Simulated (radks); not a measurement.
The numbers below are computed, except where a source is named.
Problem. Ionisation of neutral gallium, [Ar] 3d10 4s2 4p1, to Ga+, [Ar] 3d10 4s2, under several functionals. Dirac Kohn-Sham, spin-unpolarised, spherical densities, point nucleus; open shells are shared between the two j in proportion to 2j + 1; a radial shooting solver on a logarithmic mesh with Libxc functionals. Known Delta-SCF values: LDA (Slater exchange, Perdew-Wang correlation) 5.884 eV. What does AM05 give, and what is its highest occupied eigenvalue?

Solution. 5.639 eV by Delta-SCF; the 4p3/2 eigenvalue is -2.494 eV. NIST: 5.999 eV (measured).

Beside tabulated values, note that spin-unpolarised runs miss the spin-polarisation part of the exchange energy of open shells.
